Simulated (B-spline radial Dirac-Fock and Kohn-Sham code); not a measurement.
Z = 72 (hafnium), transition energy 22.8 keV. The computed values come from a radial atomic solver: a Dirac-Hartree-Slater potential of the neutral atom with a Latter tail (no hole, which puts coefficients of high multipoles low close above an edge), finite nucleus with surface currents. The K shell is not open to conversion at this energy. Subshells that would emit electrons below 1 keV are left out.

Question: A pure transition shows α(L) = 2.98, L1/L2 = 0.981 and L1/L3 = 0.681. What is its multipolarity?
A. E3
B. M2
C. M4
D. E1
E. E2
F. M3
G. M1
H. E4

Answer: D. For comparison, α(L), L1/L2, L1/L3 are E2 2680, 0.0172, 0.0137; E3 310000, 0.0150, 0.0120; E4 1.30e+07, 0.0112, 0.00861; M1 40.8, 10.1, 72.2; M2 6030, 17.3, 1.79; M3 965000, 19.0, 0.145; M4 6.87e+07, 17.1, 0.0380.
